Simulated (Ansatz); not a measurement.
Basis-set extrapolation for `C=CSC(F)(F)F` (PBE0-D4/def2-TZVP geometry, frozen core, Ansatz). Multiplicity 1, RHF reference.

```tsv
	def2-TZVPP	def2-QZVPP
HF	-811.357598	-811.386597
MP2 correlation	-1.393595	-1.513430
CCSD(T) correlation	-1.479827	not run
```

Energies in hartree. Use E(X) = E(∞) + A·exp(−7.88·√X) for Hartree–Fock and E(X) = E(∞) + B·X^(−2.97) for correlation, with X = 3 and 4, and add CCSD(T) minus MP2 of the smaller set to the MP2 limit.

Problem. What is the CCSD(T) energy at the basis-set limit?

Solution. HF limit: -811.386597 + (-0.028999) × 0.13774 = -811.39059. MP2 limit: -1.513430 + (-0.119835) × 0.74074 = -1.60220. Higher-order term: -1.479827 − (-1.393595) = -0.08623. Total: -813.07902 hartree, 634.3 kJ/mol below CCSD(T)/def2-TZVPP.
